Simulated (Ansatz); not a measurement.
Relaxation of the cluster GeI₂ with UKS B3LYP-D4/def2-TZVP.

```sh
$ ansatz run in.yaml --threads 4 --pin off --events-out ev --progress --plain --max-ram 3916MiB
```

```yaml
crystal:
  periodic: [false, false, false]
  atoms:
    - {symbol: Ge, position_ang: [-0.783159, -0.604885, 0.420015]}
    - {symbol: I, position_ang: [-0.814317, 0.792559, -1.752673]}
    - {symbol: I, position_ang: [1.597476, -0.187674, 1.332658]}
basis:
  gaussian: {orbitals: def2-TZVP}
magnetization: {spin_polarized: true, initial_magnetization: 4}
hamiltonian: {xc: {name: B3LYP}, dispersion: d4}
scf: {lower_state_search: "off"}
output: {orbitals: {seedname: orbitals}}
relax: {f_tol: 0.02, max_steps: 100}
```

It took 27 s on 4 threads of Arm Neoverse V2 on a shared host.

Positions (Å) and forces (eV/Å) at steps 1, 2, 3, 4, 5, 6, 7, 9 of 9:

```xyz
3
step=1 energy=-72722.6551 eV
Ge   -0.783   -0.605    0.420   -1.125   -0.869    0.603
I    -0.814    0.793   -1.753   -0.302    0.786   -1.407
I     1.597   -0.188    1.333    1.427    0.083    0.804
3
step=2 energy=-72723.0550 eV
Ge   -0.808   -0.624    0.433   -0.067   -0.052    0.036
I    -0.918    0.849   -1.907   -0.279    0.153   -0.417
I     1.725   -0.225    1.474    0.346   -0.101    0.381
3
step=3 energy=-72723.2322 eV
Ge   -0.731   -0.564    0.392    0.266    0.205   -0.143
I    -1.069    0.865   -2.031   -0.297   -0.036   -0.138
I     1.800   -0.301    1.639    0.031   -0.169    0.281
3
step=4 energy=-72723.4215 eV
Ge   -0.603   -0.466    0.323    0.410    0.316   -0.220
I    -1.239    0.859   -2.132   -0.244   -0.142    0.059
I     1.842   -0.393    1.809   -0.165   -0.174    0.160
3
step=5 energy=-72723.5875 eV
Ge   -0.462   -0.357    0.248    0.409    0.316   -0.219
I    -1.375    0.831   -2.179   -0.162   -0.175    0.164
I     1.837   -0.474    1.931   -0.247   -0.141    0.055
3
step=6 energy=-72723.7269 eV
Ge   -0.317   -0.244    0.170    0.319    0.246   -0.171
I    -1.484    0.790   -2.186   -0.081   -0.155    0.186
I     1.801   -0.545    2.016   -0.238   -0.091   -0.015
3
step=7 energy=-72723.8245 eV
Ge   -0.171   -0.132    0.092    0.180    0.139   -0.097
I    -1.571    0.739   -2.165   -0.019   -0.098    0.139
I     1.742   -0.607    2.074   -0.161   -0.041   -0.043
3
step=9 energy=-72723.8690 eV
Ge    0.001    0.001    0.000   -0.001   -0.001    0.000
I    -1.647    0.669   -2.106   -0.004    0.002   -0.006
I     1.646   -0.669    2.106    0.005   -0.002    0.006
```

In the def2 sets I takes a core potential; there is no spin–orbit coupling. The relaxation made no stability test and no search for a lower SCF solution. At B3LYP-D4/def2-TZVP a singlet of charge 0 lies 5.41 eV below the quintet, each at its own geometry. The structure comes from a short search, and lower isomers may exist.
